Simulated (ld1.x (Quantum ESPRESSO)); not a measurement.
Building the TM potential for O (LDA (PZ), scalar-relativistic).

ld1.x (Quantum ESPRESSO) 7.5 input, shortened:

```
&input
   title='O', zed=8., rel=1, dft='PZ', iswitch=3,
   config='[He] 2s2 2p4 3d-2'
 /
 &inputp
   pseudotype=2, tm=.true., lloc=-1, rcloc=0.90,
   nlcc=.false.
 /
3
2S  1  0   2.00   0.00  0.90  0.90  0.0
2P  2  1   4.00   0.00  1.05  1.05  0.0
3D  3  2  -2.00   0.05  1.05  1.05  0.0
 &test
   configts(1)='2s2 2p4'
 /
```

* Cutoffs needed: 110 Ry and 180 Ry (the cutoffs (Ry, on a coarse ladder) from which the occupation-weighted sum of valence levels, in a spherical-Bessel basis at the reference potential, stays within 10 and 1 mRy of its value at 400 Ry)
* Ghost test: no extra level below or beside the all-electron valence levels (s, p, d, f tested) (spherical-Bessel basis up to 400 Ry, 20 bohr box)
* Largest excitation error: +899 meV (all-electron minus pseudo) for 2s2 2p0, out of 7 test configurations
